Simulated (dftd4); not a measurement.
C4H9S (SMILES CC(C)(C)[S]), doublet, geometry from GFN2-xTB; D4 for b3lyp (dftd4).

Here is a job for dftd4.
```
$ dftd4 mol.xyz --func b3lyp --charge 0 --json dftd4.json --noedisp

# file mol.xyz
14

C     -0.71538146     0.98031295    -1.11870904
C     -0.07272565    -0.12100881    -0.28002528
C      1.21599831    -0.61688840    -0.93010260
C     -1.04783651    -1.27394779    -0.05822117
S      0.35073758     0.58359512     1.35049168
H     -0.97990170     0.58957037    -2.10000213
H     -1.61741266     1.35117624    -0.63687632
H     -0.02730017     1.81269327    -1.24928387
H      1.68594925    -1.38061903    -0.31429069
H      0.99542825    -1.04397665    -1.90710378
H      1.91946493     0.20276865    -1.05917499
H     -1.31992205    -1.71598798    -1.01538196
H     -1.95251605    -0.92104190     0.43205937
H     -0.59591924    -2.04291254     0.56453612
```

What the program printed (banner, timings and long lists left out):

```
                    ____  _____ _____     ____  _  _
      -------------|  _ \|  ___|_   _|---|  _ \| || |------------
     |             | | | | |_    | | ___ | | | | || |_           |
     |             | |_| |  _|   | ||___|| |_| |__   _|          |
     |             |____/|_|     |_|     |____/   |_|            |
     |             ===================================           |
     |            E. Caldeweyher, S. Ehlert & S. Grimme          |
     |          Mulliken Center for Theoretical Chemistry        |
     |                    University of Bonn                     |
      -----------------------------------------------------------

Rational (Becke-Johnson) damping: b3lyp-D4-ATM
---------------------
  s6         1.0000
  s8         2.0293
  s9         1.0000
  a1         0.4087
  a2         4.5381
 alp        16.0000
--------------------

Dispersion energy:      -1.8759225061604E-02 Eh

[Info] JSON dump of results written to 'dftd4.json'
```
